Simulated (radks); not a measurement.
Valence configurations of Cu IV (all share [Ar]). Method: non-relativistic Kohn-Sham, PBE, spin-unpolarised, spherical densities, point nucleus; computed with a radial shooting solver on a logarithmic mesh with Libxc functionals. Energies are relative to 3d8; eigenvalues in eV.

valence          E (eV)    e(3d)    e(4p)    e(4s)
3d8               0.000  -49.233        -        -
3d7.5 4s0.5       8.243  -53.317        -  -35.460
3d7.5 4p0.5      12.405  -53.958  -27.499        -
3d7 4s1          17.890  -57.601        -  -36.846
3d7 4p1          26.494  -58.850  -28.932        -
3d6.5 4s0.5 4p1  37.893  -63.289  -30.045  -38.944
3d6 4s2          41.736  -66.707        -  -39.653
3d6 4s0.5 4p1.5  55.456  -68.486  -31.448  -40.639
3d6 4p2          60.058  -69.067  -31.739        -
3d5.5 4s0.5 4p2  74.959  -73.810  -32.809  -42.290

NIST lists [Ar] 3d8 as the ground configuration; this level of theory agrees among the configurations tried. The energies are those of spherical spin-averaged densities, not of single terms.
